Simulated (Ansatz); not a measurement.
Reaction (cleavage of the Si–Sb bond): `C[SiH]([AlH2])[SbH2]` + HCl → `C[SiH]([AlH2])Cl` + `[SbH3]`

Isolated molecules relaxed with PBE0-D4/def2-TZVP in Ansatz; ΔE leaves out vibrations. CBS: MP2 limit from def2 TZ/QZ plus the TZ coupled-cluster correction, frozen cores. This one scheme is used for every species. DFT in def2-TZVPP. def2 core potentials past Kr. For Sb outer-core shells are correlated without core-valence functions, which leaves a few kJ/mol of doubt a bond.

```csv
level,ΔE (kcal/mol)
revPBE-D4,-5.7
ωB97X-V,-11.5
CCSD/def2-SVP,-10.6
MP2/def2-TZVPP,-8.1
```

**Question.** What does CCSD(T)/CBS give? (An estimate is asked.)

**Answer.** The calculation gave: -7.8 kcal/mol. The listed levels differ from it by 2.1, -3.7, -2.8, -0.3 kcal/mol.

Largest T1 diagnostic among the species: 0.014.

From BLYP to BHLYP (50 % exact exchange), in def2-TZVPP and without D4, ΔE moves by −2.6 kcal/mol. In def2-TZVPP, CCSD(T) changes the Hartree–Fock value by +11.3 kcal/mol (the triples alone add +1.9 kcal/mol) and MP2 by +12.4 kcal/mol. At CCSD(T), def2-SVP lies −1.5 kcal/mol from the extrapolated value and def2-TZVPP −1.3 kcal/mol.
